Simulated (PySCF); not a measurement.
Selenium: a sound run and one with changed settings

Sound run: Se⁺ [Ar] 3d10 4s2 4p3, Se²⁺ [Ar] 3d10 4s2 4p2. Computed with PySCF 2.14 in Sapporo-DKH3-DZP-2012 (6s5p3d1f, 43 functions), with scalar relativity by spin-free X2C-1e. In the sound run the correlated levels freeze [Ar] 3d10. The sound run starts from symmetry-adapted Hartree-Fock orbitals and uses a fine grid where one is needed.

Changed run: initial guess minao, at most 50 SCF cycles.

| species | method | sound run (hartree) | changed run (hartree) | converged |
| --- | --- | --- | --- | --- |
| Se⁺ | UHF | -2427.69846 | -2427.69846 | yes |
| Se⁺ | PBE | -2429.07974 | -2429.07974 | yes |
| Se⁺ | CCSD(T) | -2427.77246 | -2427.77246 | yes |
| Se²⁺ | BP86 | -2428.94044 | -2428.94044 | yes |
| Se²⁺ | MP2 | -2426.97497 | -2426.97497 | yes |

Here the plain start reaches the same solutions.
